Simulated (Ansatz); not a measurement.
Relaxation of H4OSn (6 atoms, charge 0, multiplicity 1), to a largest force component of 0.02 eV/Å in at most 40 steps.

Method: RHF/def2-SVP (Ansatz).

```xyz
6
Properties=species:S:1:pos:R:3
Sn 0.000 0.000 0.000
O 0.000 0.000 1.960
H -0.909 -0.281 2.297
H 1.641 0.000 -0.579
H -0.820 1.420 -0.579
H -0.820 -1.420 -0.579
```

Problem. Where does it end, and by what steps?

Solution. The run converged. The force dipped under the threshold on the way, but the program's further checks kept it going. After 8 steps the energy has fallen by 0.178 eV; H3 moved furthest, 0.17 Å.

```
step  energy less start (eV)  largest force component (eV/Å)  accepted
   0                  0.0000                           2.999       yes
   1                 -0.1308                           1.027       yes
   2                 -0.1747                           0.230       yes
   3                 -0.1764                           0.059       yes
   4                 -0.1773                           0.006       yes
   5                 -0.1755                           0.400        no
   6                 -0.1774                           0.024       yes
   7                 -0.1774                           0.082       yes
   8                 -0.1775                           0.001       yes
```

```xyz
6
Properties=species:S:1:pos:R:3
Sn -0.021 -0.024 -0.060
O -0.014 -0.101 1.909
H -0.841 -0.143 2.362
H 1.626 0.014 -0.482
H -0.847 1.390 -0.550
H -0.811 -1.417 -0.659
```

Whether the end is a true minimum wasn't checked by a vibrational analysis.

Run time: 12 s on 1 thread of Intel(R) Xeon(R) CPU @ 2.60GHz (Ice Lake), on a shared host, peak memory 0.12 GiB.
